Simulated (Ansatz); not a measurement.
Job for Ansatz (a program for electronic structure): U-wB97M-V/def2-TZVPP on C (SMILES [C]).

Ansatz 0.2 input:
```yaml
crystal:
  periodic: [false, false, false]
  atoms:
    - {symbol: C, position_ang: [0.00000000, 0.00000000, 0.00000000]}
basis:
  gaussian:
    orbitals: def2-TZVPP
hamiltonian:
  xc: {name: wB97M-V}
magnetization: {spin_polarized: true, initial_magnetization: 2}
```

Task: Give the final energy of this run.

Result: -37.8464 hartree.
